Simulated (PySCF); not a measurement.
One molecule, one basis, several functionals.

C4H10OSi.
Atom-mapped SMILES: `[CH3:1]/[CH:2]=[CH:3]/[CH2:4][O:5][SiH3:6]` (hydrogens: H7, H8, H9 on C1; H10 on C2; H11 on C3; H12, H13 on C4; H14, H15, H16 on Si6)

Torsions of this conformer, `[CH3:1]/[CH:2]=[CH:3]/[CH2:4][O:5][SiH3:6]`: C2–C3–C4–O5 0°, C3–C4–O5–Si6 177°.

PySCF, pcSseg-1 basis, density fitting, gas phase, PBE0-D3(BJ)/def2-SVP geometry. One functional is left out:

```
functional  exact exchange (%)  HOMO energy (eV)  LUMO energy (eV)  dipole moment (D)
     B97-D                   0             -5.76             -0.25              0.772
      BLYP                   0             -5.65             -0.28              0.760
      BP86                   0             -5.90             -0.47              0.771
       LDA                   0             -5.92             -0.73              0.787
      OPBE                   0             -5.77             -0.24              0.775
       PBE                   0             -5.80             -0.44              0.757
     B3LYP                  20             -6.72              0.26              0.810
     B97-2                  21             -6.69              0.49              0.813
      PBE0                  25             -6.93              0.45              0.818
 BHandHLYP                  50             -7.91              1.38              0.866
```

Predict the row of mPW1PW91 (25 % exact exchange) by straight lines through the other rows, and check it.

```tsv
property	line	computed	computed − line	PBE0 (25 %), for comparison
HOMO energy (eV)	-6.88	-6.96	-0.08	-6.93
LUMO energy (eV)	0.50	0.49	-0.01	0.45
dipole moment (D)	0.819	0.828	+0.009	0.818
```
